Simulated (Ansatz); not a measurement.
Born–Oppenheimer molecular dynamics of H₆O₂Si₂Te (11 atoms, charge 0, multiplicity 1). It starts at the highest image of a converged band. Of that band: Neighbouring images differ by up to 1.6 eV, so the band resolves the path poorly. A vibrational analysis at the climbing image gives one clearly imaginary mode, 1300i cm⁻¹: a first-order saddle point.

All numbers below come from Ansatz, RKS LDA/def2-SVP.

```yaml
ensemble: NVE (velocity Verlet)
time_step: 0.5 fs
steps_asked: 200
starting_velocities_drawn_for: 300 K
seed: 9036
```

First frame:

```xyz
11
Properties=species:S:1:pos:R:3
O -0.947 1.471 0.265
Si -0.179 0.622 -1.169
O -1.211 -0.609 -1.646
Si 1.413 -0.565 0.099
Te 0.328 -0.767 2.378
H -0.624 1.169 1.184
H -0.349 2.182 -0.619
H -1.937 -0.321 -2.231
H 2.608 0.297 0.429
H 1.911 -1.905 -0.378
H -0.948 -1.632 1.708
```

**Question.** How far do the bonds stretch over the last three quarters of this one trajectory? (Pairs bonded in most of those frames.)

**Answer.** 
| bond | mean (Å) | spread (Å) | shortest | longest |
| --- | --- | --- | --- | --- |
| O1–H6 | 1.010 | 0.021 | 0.97 | 1.06 |
| O1–H7 | 1.003 | 0.049 | 0.92 | 1.10 |
| Si2–O3 | 1.716 | 0.033 | 1.66 | 1.77 |
| Si2–Si4 | 2.433 | 0.080 | 2.29 | 2.53 |
| O3–H8 | 0.977 | 0.007 | 0.96 | 0.99 |
| Si4–Te5 | 2.574 | 0.011 | 2.56 | 2.59 |
| Si4–H9 | 1.520 | 0.031 | 1.48 | 1.57 |
| Si4–H10 | 1.515 | 0.013 | 1.49 | 1.54 |
| Te5–H11 | 1.682 | 0.004 | 1.67 | 1.69 |

Mean temperature of the second half: 573 K. The conserved energy stayed within 0.2 meV per atom of its start (net change -0.037 meV per atom), so the integration is sound. The system heated up, since it started high on the potential surface and ran downhill. A run of 0.1 ps of so small a system gives no equilibrium averages. The orbitals stay closed-shell, which can raise the energy where a bond breaks towards radicals; this wasn't checked here.

Run time: 5.4 min on 2 threads of Arm Neoverse V1 (shared host), peak memory 0.16 GiB.
